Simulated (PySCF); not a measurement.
Job file and geometry (Å, from GFN2-xTB) of an NMR shielding run on `[BH3-][P+](F)(F)P`, BF$_{2}$H$_{5}$P$_{2}$, PySCF 2.14.0, density-fitted response routines, GIAO PBE0/pcSseg-1 NMR shielding, non-relativistic, gas phase; density fitting, a coarse starting grid and PySCF grid level 2 are the driver's defaults:

```
$ OMP_NUM_THREADS=1 python probes_run.py task.json out

{"job": {"kind": "nmr", "xc": "PBE0", "basis": "pcSseg-1"}, "charge": 0, "multiplicity": 1}
B     -1.346181     0.706715    -0.305104
P      0.055113    -0.322596     0.520649
F      0.331324     0.126729     2.042367
F     -0.426391    -1.803629     0.931611
P      2.112583    -0.774373    -0.102813
H     -0.876472     1.789665    -0.410268
H     -2.245750     0.622681     0.457110
H     -1.518796     0.168845    -1.346756
H      1.635412    -1.081008    -1.378864
H      2.288040     0.571626    -0.430460
```

**Question.** Write the output of this run.

**Answer.** 
```
coarse grid: 9608 points
cycle   1  E = -909.5773737004  dE =  4.725e-01  |g| = 7.628e-01  |ddm| = 2.760e+00
cycle   2  E = -909.4630747471  dE =  1.143e-01  |g| = 1.138e+00  |ddm| = 1.514e+00
cycle   3  E = -909.6972774871  dE = -2.342e-01  |g| = 9.415e-02  |ddm| = 8.787e-01
cycle   4  E = -909.6992661069  dE = -1.989e-03  |g| = 3.151e-02  |ddm| = 1.191e-01
cycle   5  E = -909.6995313587  dE = -2.653e-04  |g| = 6.485e-03  |ddm| = 4.350e-02
cycle   6  E = -909.6995456405  dE = -1.428e-05  |g| = 1.060e-03  |ddm| = 1.087e-02
cycle   7  E = -909.6995458523  dE = -2.118e-07  |g| = 1.604e-04  |ddm| = 1.280e-03
final grid: 85128 points
cycle   8  E = -909.7396247905  dE = -2.696e-05  |g| = 4.066e-03  |ddm| = 2.041e-02
cycle   9  E = -909.7396243870  dE =  4.035e-07  |g| = 4.084e-03  |ddm| = 9.117e-03
cycle  10  E = -909.7396298458  dE = -5.459e-06  |g| = 2.894e-04  |ddm| = 5.299e-03
cycle  11  E = -909.7396298664  dE = -2.054e-08  |g| = 1.530e-04  |ddm| = 4.731e-04
cycle  12  E = -909.7396298698  dE = -3.432e-09  |g| = 3.544e-05  |ddm| = 1.135e-04
cycle  13  E = -909.7396298700  dE = -2.610e-10  |g| = 8.538e-06  |ddm| = 4.497e-05
converged SCF energy = -909.7396298700

GIAO shielding tensors (ppm)
atom      isotropic    diamagn.    paramagn.     s11        s22        s33       span
  0 B      137.457     193.859     -56.402    124.954    126.132    161.286     36.332
  1 P       31.376     962.336    -930.961   -159.260     -3.661    257.048    416.308
  2 F      248.047     473.350    -225.303    115.893    265.056    363.192    247.299
  3 F      248.020     473.354    -225.334    115.881    265.006    363.173    247.292
  4 P      508.190     966.246    -458.056    449.860    463.875    610.836    160.977
  5 H       30.446      29.758       0.688     28.026     29.312     33.998      5.972
  6 H       29.903      28.732       1.172     26.641     28.366     34.703      8.062
  7 H       30.447      29.757       0.690     28.025     29.313     34.002      5.977
  8 H       28.827      29.938      -1.110     24.491     26.913     35.079     10.588
  9 H       28.825      29.941      -1.116     24.483     26.905     35.087     10.604
```

Size and cost of the density-fitted run: 124 basis functions, roughly 28 core-seconds.
